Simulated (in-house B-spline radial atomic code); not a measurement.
Orbital energies and mean radii along the 19-electron series, configuration [Ar] 3d1. The effective charge is n√(-2ε), a non-relativistic measure. Computed with an all-electron radial atomic-structure program (B-spline basis): non-relativistic Hartree-Fock, average of the configuration, point nuclei.

This level leaves out relativity, spin-orbit splitting included, which matters for heavy ions.

| ion | Z | energy of 3d (Eh) | mean radius of 3d (bohr) | energy of 2p (Eh) | mean radius of 2p (bohr) | energy of 1s (Eh) | mean radius of 1s (bohr) | effective charge of 3d |
| --- | --- | --- | --- | --- | --- | --- | --- | --- |
| W55+ | 74 | -193.94 | 0.1669 | -514.51 | 0.072351 | -2504.51 | 0.020468 | 59.084 |
| Re56+ | 75 | -200.59 | 0.16427 | -530.67 | 0.07132 | -2575.64 | 0.020193 | 60.089 |
| Os57+ | 76 | -207.36 | 0.16172 | -547.09 | 0.070317 | -2647.77 | 0.019925 | 61.094 |
| Ir58+ | 77 | -214.23 | 0.15926 | -563.75 | 0.069343 | -2720.89 | 0.019664 | 62.098 |
| Pt59+ | 78 | -221.22 | 0.15686 | -580.67 | 0.068395 | -2795.02 | 0.019409 | 63.103 |
| Au60+ | 79 | -228.32 | 0.15454 | -597.83 | 0.067472 | -2870.14 | 0.019162 | 64.107 |
| Hg61+ | 80 | -235.53 | 0.15229 | -615.24 | 0.066575 | -2946.27 | 0.01892 | 65.111 |
| Tl62+ | 81 | -242.85 | 0.1501 | -632.91 | 0.0657 | -3023.39 | 0.018684 | 66.115 |
| Pb63+ | 82 | -250.28 | 0.14797 | -650.82 | 0.064849 | -3101.52 | 0.018455 | 67.119 |

(1) How does the screening of 3d change?

## Answers

(1) Z less the effective charge goes from 14.92 at Z = 74 to 14.88 at Z = 82.
